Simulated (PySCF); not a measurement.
**Correlation energy of As (arsenic, neutral)**

[Ar] 3d10 4s1 4p4, high-spin 4P determinant (an excited configuration). Computed with PySCF 2.14 in x2c-QZVPPall (11s8p5d4f1g, 97 functions), with scalar relativity by spin-free X2C-1e. Frozen: [Ar] 3d10; 5 electrons correlated.

MP2 pair energies summed by pair of shells (mhartree):

| pair | energy | share (%) |
| --- | --- | --- |
| 4p-4p | -61.85 | 85.1 |
| 4s-4p | -10.81 | 14.9 |

Total MP2 correlation energy: -72.66 mhartree.

Same-spin part -20.13 and opposite-spin part -52.53 mhartree; SCS-MP2 scales them by 1/3 and 6/5 to -69.75 mhartree.
